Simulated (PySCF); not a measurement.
C4H12OSi2.
Geometry (GFN2-xTB, Å), atoms numbered from 1 in this order:
```
atom  x, y, z in Å
C1     3.120    0.696   -0.604
C2     2.057   -0.384   -0.484
O3     0.939    0.135    0.179
Si4   -0.430   -0.634    0.581
C5    -1.673   -0.955   -0.843
Si6   -2.829    0.432   -0.194
C7    -1.617    0.691    1.264
H8     3.405    1.044    0.385
H9     2.727    1.539   -1.166
H10    3.998    0.304   -1.111
H11    1.760   -0.738   -1.479
H12    2.446   -1.242    0.077
H13   -0.148   -1.816    1.405
H14   -2.124   -1.943   -0.845
H15   -1.288   -0.787   -1.846
H16   -2.958    1.578   -1.098
H17   -4.159   -0.037    0.204
H18   -2.034    0.437    2.234
H19   -1.203    1.690    1.350
```

Level of theory: TDDFT wB97X-D/def2-SVPD, vertical, gas phase, core orbitals frozen in the response in PySCF 2.14.0, density-fitted response routines.

Ground-to-excited transition dipoles (e·a0, same axes as the geometry; the sign carries no meaning), for the states with f of 0.002 or more among the lowest 8:

```tsv
state	E (eV)	μx	μy	μz
S1	6.774	-0.208	0.111	0.044
S3	7.316	-0.528	0.190	0.013
S4	7.466	0.471	-0.099	0.105
S5	7.571	-0.065	-0.108	0.096
S6	7.657	0.739	-0.346	0.217
S7	7.765	-0.441	0.209	-0.087
S8	7.899	-0.004	-0.117	-0.082
```

(1) What oscillator strength does each state have?

(2) What angle do the transition dipoles of S6 and S7 make?

(3) How is the summed strength of these states shared among x, y and z?

(4) What peak molar absorption coefficient would the strongest computed level give as a lone Gaussian band 0.4 eV wide at half height?

Results:

(1) f = (2/3) ΔE |μ|² with ΔE in hartree (27.2114 eV).

```json
{"state": "S1", "|μ|² (au)": "0.058", "|μ| (D)": "0.61", "f": "0.010"}
{"state": "S3", "|μ|² (au)": "0.316", "|μ| (D)": "1.43", "f": "0.057"}
{"state": "S4", "|μ|² (au)": "0.243", "|μ| (D)": "1.25", "f": "0.044"}
{"state": "S5", "|μ|² (au)": "0.025", "|μ| (D)": "0.40", "f": "0.005"}
{"state": "S6", "|μ|² (au)": "0.714", "|μ| (D)": "2.15", "f": "0.134"}
{"state": "S7", "|μ|² (au)": "0.246", "|μ| (D)": "1.26", "f": "0.047"}
{"state": "S8", "|μ|² (au)": "0.021", "|μ| (D)": "0.36", "f": "0.004"}
```

(2) |cos θ| = |μa·μb| / (|μa| |μb|) = 1.00, so θ ≈ 5° (taken between 0 and 90°, since the signs are arbitrary).

(3) (2/3) Σ ΔE μα² gives 0.238 for x, 0.046 for y and 0.016 for z, 0.300 in all.

(4) ε(max) = 2.175×10⁸ f / FWHM, with the width in cm⁻¹. S6: 2.175×10⁸ × 0.1339 / 3226 ≈ 9000 L mol⁻¹ cm⁻¹.

Time: 65 s of wall time. Hardware: Arm Neoverse V1, one thread (shared host).

One conformer stands for the species.

Without π bonds the low states may be Rydberg-like; a valence basis with one diffuse set may place them up to an eV too high.
